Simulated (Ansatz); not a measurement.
`C[N]=[W]([F])([Cl])([O]C)[O]C`, 18 atoms. Charge 0, multiplicity 1. Correlated methods include outer-core shells of W, which these sets cover unevenly. W takes the def2 core potential. Hardware: A = 4 threads of an AMD EPYC 7R13 on a shared host and a share of an NVIDIA H100 80 GB; B = 4 threads of an AMD EPYC 7R13 on a shared host. Correlated methods freeze the cores.

Q: How many basis functions does each run have, and how long does it take in Ansatz? RHF-MP2/def2-QZVPP energy [A]; RKS PBE0-D4/def2-QZVPP energy [A]; RKS B2PLYP (frozen core)/def2-TZVPP energy [A]; RKS PBE0-D4/def2-SVP energy [B]; RKS ωB97M-V/def2-SVP energy [B]; RKS BLYP-D4/def2-TZVPP energy [A]; RHF-CCSD(T)/def2-SVP energy [A]; RKS PBE0-D4/def2-TZVP relaxation (23 steps) [A]; RKS ωB97M-V/def2-QZVPP energy [A]; RKS BHLYP-D4/def2-TZVPP energy [A]; RHF-CCSD(T)/def2-TZVPP energy [A]; direct RPA on PBE orbitals/def2-TZVPP energy [A]. (An estimate is asked.)

A: Computed: Other jobs shared the machine, so times are rough.

```csv
level,job,functions,wall time,peak host memory (GiB)
RKS BHLYP-D4/def2-TZVPP,energy [A],441,2.4 s,0.96
RKS PBE0-D4/def2-SVP,energy [B],193,3.4 s,0.95
RHF-CCSD(T)/def2-SVP,energy [A],193,3.5 s,0.95
direct RPA on PBE orbitals/def2-TZVPP,energy [A],441,4.2 s,2.1
RKS PBE0-D4/def2-QZVPP,energy [A],820,4.3 s,1.4
RKS B2PLYP (frozen core)/def2-TZVPP,energy [A],441,4.3 s,2.1
RHF-MP2/def2-QZVPP,energy [A],820,5.5 s,1.5
RKS ωB97M-V/def2-QZVPP,energy [A],820,7.5 s,1.5
RKS BLYP-D4/def2-TZVPP,energy [A],441,9.5 s,0.94
RKS ωB97M-V/def2-SVP,energy [B],193,12 s,1.1
RHF-CCSD(T)/def2-TZVPP,energy [A],441,35 s,0.95
RKS PBE0-D4/def2-TZVP,relaxation (23 steps) [A],348,59 s,1
```
